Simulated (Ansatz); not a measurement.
A nudged elastic band was laid between two geometries of ClF3Zr + HO (7 atoms, charge 0, multiplicity 2).

Level of theory: UKS BLYP-D4/def2-SVP in Ansatz 0.2.0.

```
movable images  : 7
climbing image  : yes
spring          : 5.0 eV/Å²
optimiser       : quadratic models (default)
start path      : through a guess of the saddle point
force threshold : 0.05 eV/Å
iteration limit : 60
end points      : relaxed
```

First end point:

```xyz
7
Properties=species:S:1:pos:R:3
Zr 0.002 0.003 -0.044
Cl -0.013 -0.021 2.329
F 1.801 0.003 -0.687
F -0.896 1.561 -0.689
F -0.894 -1.550 -0.705
O 0.011 0.018 5.151
H -0.523 -0.816 5.093
```

Last end point:

```xyz
7
Properties=species:S:1:pos:R:3
Zr -0.104 -0.076 0.862
Cl 1.042 1.329 2.780
F 1.595 -0.367 0.023
F -1.078 1.346 0.031
F -1.008 -1.673 0.288
O -0.673 -0.445 2.848
H -0.287 -0.915 3.617
```

Task: What changes between the two ends?

Result: Bonds formed: Zr1–O6. ClF3Zr + HO becomes ClF3HOZr.

Task: What energy profile does the band end with?

Result: The run converged. The highest image is number 0 of 0 to 8, 0.000 eV above the first end and 1.513 eV above the last; the last end lies 1.513 eV below the first. The highest image is an end point: on this band no image between the ends rises above it.

```json
{"image": "0", "path coordinate (Å)": "0.00", "energy (eV)": "0.000", "Zr1–O6 (Å)": "5.19"}
{"image": "1", "path coordinate (Å)": "0.01", "energy (eV)": "0.000", "Zr1–O6 (Å)": "5.20"}
{"image": "2", "path coordinate (Å)": "0.82", "energy (eV)": "-0.018", "Zr1–O6 (Å)": "4.96"}
{"image": "3", "path coordinate (Å)": "1.62", "energy (eV)": "-0.073", "Zr1–O6 (Å)": "4.48"}
{"image": "4", "path coordinate (Å)": "2.43", "energy (eV)": "-0.191", "Zr1–O6 (Å)": "3.86"}
{"image": "5", "path coordinate (Å)": "3.24", "energy (eV)": "-0.513", "Zr1–O6 (Å)": "3.09"}
{"image": "6", "path coordinate (Å)": "4.05", "energy (eV)": "-1.344", "Zr1–O6 (Å)": "2.30"}
{"image": "7", "path coordinate (Å)": "4.86", "energy (eV)": "-1.498", "Zr1–O6 (Å)": "2.13"}
{"image": "8", "path coordinate (Å)": "5.68", "energy (eV)": "-1.513", "Zr1–O6 (Å)": "2.10"}
```

The band took 20 iterations and about 28 core-minutes.

Time of the run: 7.3 min on 4 threads of Arm Neoverse V2, on a shared host, peak memory 0.29 GiB.
